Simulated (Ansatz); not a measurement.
Br$_{2}$Ge, triplet, geometry from GFN2-xTB of the parent state; B3LYP/STO-3G (Ansatz, a program for electronic structure).

Ansatz was given this input:
Ansatz 0.2 input:
```yaml
crystal:
  periodic: [false, false, false]
  atoms:
    - {symbol: Ge, position_ang: [0.01682949, 0.00687689, 1.03311619]}
    - {symbol: Br, position_ang: [1.00009172, -1.51961211, -0.47860423]}
    - {symbol: Br, position_ang: [-1.01547868, 1.51332467, -0.46595914]}
basis:
  gaussian:
    orbitals: STO-3G
hamiltonian:
  xc: b3lyp
magnetization: {spin_polarized: true, initial_magnetization: 2}
```

It wrote (shortened):

```
Functional definition: B3LYP
532 factors; integrals over basis functions are off by at most 1.9e-5 eV
mean field evaluation 1: about -194406.6096 eV, gradient 4.3e1 eV
mean field evaluation 2: about -194387.1428 eV, gradient 5.3e1 eV
mean field evaluation 4: about -194424.5387 eV, gradient 4.5e0 eV
mean field evaluation 8: about -194424.9545 eV, gradient 2.6e-1 eV
mean field evaluation 16: about -194424.9587 eV, gradient 4.8e-4 eV
mean field evaluation 32: about -194423.9014 eV, gradient 8.7e-1 eV
mean field -194424.95866154 eV, -7144.9854448415 hartree, gradient 1.5e-5 eV, S^2 2.002248; 7 other end points of the search recorded, 0 dependent functions left out
reference -194424.95881287 eV, -7144.9854504026 hartree; 52, 50 occupied and 2, 4 virtual orbitals, 532 factors
Total energy: -194424.95881287 eV, -7144.9854504026 hartree
```
